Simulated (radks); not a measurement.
The numbers below are computed, except where a source is named.
Task: These are the eigenvalues of the occupied orbitals of an atom or ion with whole-number occupations (eV). Level of theory: Dirac Kohn-Sham, B86b exchange with PBE correlation, spin-unpolarised, spherical densities, finite nucleus; Fermi nuclear charge, rms radius of each element as measured or else 0.836 A^(1/3) + 0.57 fm (a radial shooting solver on a logarithmic mesh with Libxc functionals).

| orbital | eigenvalue |
|---|---|
| 1s1/2 | -40242.16 |
| 2s1/2 | -6445.684 |
| 2p1/2 | -6086.300 |
| 2p3/2 | -5639.570 |
| 3s1/2 | -1391.717 |
| 3p1/2 | -1239.467 |
| 3p3/2 | -1151.652 |
| 3d3/2 | -885.4558 |
| 3d5/2 | -866.5926 |
| 4s1/2 | -286.1460 |
| 4p1/2 | -229.6767 |
| 4p3/2 | -210.9558 |
| 4d3/2 | -118.3676 |
| 4d5/2 | -115.1116 |
| 5s1/2 | -49.9849 |
| 5p1/2 | -35.0247 |
| 5p3/2 | -32.4446 |
| 4f5/2 | -13.1194 |
| 4f7/2 | -12.8300 |

Which element is it, and in what charge state? The configuration may be excited. Open shells, if any, are shared by 2j + 1.

Result: Z = 58, cerium, charge +2: Ce2+ in [Xe] 4f2. The list shows which subshells hold electrons but not how many an open one holds; the 1s level, -1478.9 hartree, gives Z - s = 54.4 by -(Z - s)^2/2, which with screening and relativity narrows Z to a few neighbours, and the depths of the outer levels then fix element, charge and occupations together.
